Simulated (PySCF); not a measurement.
C₂H₄Cl₂Si (SMILES C=C[SiH](Cl)Cl), singlet, at a GFN2-xTB geometry. Base run: PBE0/6-31G (PySCF).

The PySCF input:
```python
from pyscf import gto, scf, dft, solvent

mol = gto.M(
    atom='''
Si   -0.01418085   -0.04320553    0.41311478
Cl    1.16176999    1.57015783    0.09523884
Cl    0.92416651   -1.68946590   -0.29227888
C    -1.62651142    0.18851646   -0.53189383
C    -2.83664527    0.17108340    0.00584376
H    -0.21810877   -0.19902613    1.84583613
H    -1.54643030    0.34735220   -1.60232016
H    -2.98873899    0.01896785    1.06166775
H    -3.73017032    0.30822157   -0.58280978
''',
    basis='6-31g',
    verbose=4,
)

mf = dft.RKS(mol)
mf.xc = 'pbe0'
mf.kernel()
```

Each row names what was changed in the base input (with any setting that the change needs).

```
change                                                          ΔE vs base (kcal/mol)  dipole (D)  HOMO-LUMO gap (eV)
--------------------------------------------------------------  ---------------------  ----------  ------------------
base                                                                            0.000        3.26                7.71
model = ddCOSMO; solvent = tetrahydrofuran                                      -3.30        3.87                7.71
model = IEF-PCM; solvent = tetrahydrofuran; vdw_scale = 1.4                     -2.06        3.79                7.69
model = IEF-PCM; solvent = tetrahydrofuran; r_probe = 0.5                       -1.63        3.72                7.70
model = IEF-PCM; solvent = tetrahydrofuran; lebedev_order = 41                  -3.41        3.94                7.70
model = IEF-PCM; solvent = tetrahydrofuran; vdw_scale = 1.1                     -4.63        4.02                7.71
model = IEF-PCM; solvent = dimethylsulfoxide                                        …           …                7.70
model = SS(V)PE; solvent = tetrahydrofuran                                      -3.34        3.92                7.70
model = IEF-PCM; solvent = n-hexane                                                 …           …                7.70
model = IEF-PCM; solvent = tetrahydrofuran; vdw_scale = 1.0                         …        4.07                   …
model = C-PCM; solvent = tetrahydrofuran                                        -3.62        3.97                7.70
model = IEF-PCM; solvent = acetonitrile                                         -4.08        4.07                7.70
```

Problem. Some entries are withheld; supply them.

Solution. 
- model = IEF-PCM; solvent = dimethylsulfoxide, ΔE vs base (kcal/mol): -4.12
- model = IEF-PCM; solvent = dimethylsulfoxide, dipole (D): 4.08
- model = IEF-PCM; solvent = n-hexane, ΔE vs base (kcal/mol): -1.51
- model = IEF-PCM; solvent = n-hexane, dipole (D): 3.57
- model = IEF-PCM; solvent = tetrahydrofuran; vdw_scale = 1.0, ΔE vs base (kcal/mol): -6.59
- model = IEF-PCM; solvent = tetrahydrofuran; vdw_scale = 1.0, HOMO-LUMO gap (eV): 7.73

The base is the gas phase, so ΔE is the electrostatic part of solvation at a fixed geometry, without cavity and dispersion terms.
